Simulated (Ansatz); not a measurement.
`[F][Hf]([F])([F])[F]` + `CNC` → `C[N](C)[Hf]([F])([F])[F]` + H–F  (ligand exchange at the Hf–F bond)

Gas-phase electronic energies from Ansatz, PBE0-D4/def2-TZVP geometries. CCSD(T)/CBS is the MP2 limit (def2-TZVPP, def2-QZVPP) plus CCSD(T) − MP2 in def2-TZVPP, frozen cores. This one scheme is used for every species. Functionals use def2-TZVPP. Elements past krypton have def2 core potentials. For Hf outer-core shells are correlated without core-valence functions, which leaves a few kJ/mol of doubt a bond. Each species was taken in one conformer, which may not be the lowest.

`[F][Hf]([F])([F])[F]`:

Z-matrix (Å, degrees):
```
Hf
F 1 1.897
F 1 1.897 2 109.5
F 1 1.897 2 109.5 3 120.0
F 1 1.897 2 109.5 3 -120.0
```

`CNC`:

```xyz
10

C    -0.138   -0.946    0.740
N     0.710   -0.022    0.022
C    -0.032    0.847   -0.861
H     0.460   -1.540    1.433
H    -0.605   -1.637    0.031
H    -0.950   -0.461    1.309
H     1.246    0.531    0.678
H    -0.493    0.252   -1.655
H     0.643    1.562   -1.335
H    -0.839    1.412   -0.362
```

`C[N](C)[Hf]([F])([F])[F]`:

Z-matrix (Å, degrees):
```
Hf
F 1 1.912
N 1 2.009 2 107.5
F 1 1.912 2 114.8 3 119.6
C 1 3.053 2 128.1 3 12.6
C 1 3.057 2 87.0 3 -11.0
F 1 1.916 2 109.2 3 -117.7
H 5 1.098 1 122.2 2 -112.0
H 5 1.094 1 77.8 2 144.6
H 5 1.098 1 125.7 2 41.9
H 6 1.098 1 122.2 2 -127.5
H 6 1.094 1 78.0 2 -23.9
H 6 1.098 1 125.7 2 78.9
```

H–F:

Z-matrix (Å, degrees):
```
F
H 1 0.920
```

```csv
level,ΔE (kJ/mol)
r2SCAN-D4,114.3
CCSD/def2-TZVPP,102.7
```

**Question.** What does CCSD(T)/CBS give? (Estimate.)

**Answer.** Ansatz gave: +100.7 kJ/mol. The listed levels differ from it by 13.6, 2.0 kJ/mol.

Largest T1 diagnostic among the species: 0.016.

The D4 term adds −10.0 kJ/mol with B3LYP and −5.9 kJ/mol with PBE0; it sums over pairs of atoms, weighted by their polarisabilities, and B3LYP, whose exchange is more repulsive, gets the larger term. At CCSD(T), def2-SVP lies +9.2 kJ/mol from the extrapolated value and def2-TZVPP −2.0 kJ/mol. Leaving LDA and LC-ωPBE aside and taking each functional with its dispersion term where it has one, the values, not all of them listed here, spread over 15.0 kJ/mol, from PBE-QIDH to B97M-V. LDA lies −13.2 kJ/mol from PBE without D4.

B3LYP here is the variant with VWN-RPA as its local correlation; programs differ in this.
